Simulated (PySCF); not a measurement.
One molecule, one basis, several functionals.

Species: C3H7ClOSi.
InChI=1S/C3H7ClOSi/c1-2-3-5-6-4/h2H,1,3,6H2

Torsions of this conformer, `[CH2:1]=[CH:2][CH2:3][O:4][SiH2:5][Cl:6]`: C1–C2–C3–O4 -124°, C2–C3–O4–Si5 -97°, C3–O4–Si5–Cl6 69°.

PySCF, pcSseg-1 basis, density fitting, gas phase, PBE0-D3(BJ)/def2-SVP geometry. One functional is left out:

| functional | exact exchange (%) | HOMO energy (eV) | LUMO energy (eV) | dipole moment (D) |
| --- | --- | --- | --- | --- |
| B97-D | 0 | -6.62 | -1.09 | 1.674 |
| BLYP | 0 | -6.51 | -1.05 | 1.609 |
| BP86 | 0 | -6.79 | -1.31 | 1.672 |
| LDA | 0 | -6.87 | -1.47 | 1.681 |
| OPBE | 0 | -6.65 | -1.09 | 1.665 |
| PBE | 0 | -6.69 | -1.22 | 1.635 |
| B3LYP | 20 | -7.61 | -0.39 | 1.696 |
| B97-2 | 21 | -7.59 | -0.22 | 1.738 |
| PBE0 | 25 | -7.85 | -0.18 | 1.737 |
| BHandHLYP | 50 | -8.82 | 0.97 | 1.791 |

Problem. Predict the row of mPW1PW91 (25 % exact exchange) by straight lines through the other rows, and check it.

Solution. 
```tsv
property	line	computed	computed − line	PBE0 (25 %), for comparison
HOMO energy (eV)	-7.78	-7.87	-0.09	-7.85
LUMO energy (eV)	-0.13	-0.18	-0.05	-0.18
dipole moment (D)	1.728	1.751	+0.023	1.737
```

Problem. Which of these properties follows the share of exact exchange most closely, and which least?

Solution. Most closely the HOMO energy, least the dipole moment; the correlations over the tabulated rows are HOMO energy -0.991, LUMO energy 0.986, dipole moment 0.900. The HOMO energy moves by -0.434 eV for every 10 %. Functionals with the same share still differ in their other parts: at 0 % BLYP and LDA differ by 0.36 eV in it.
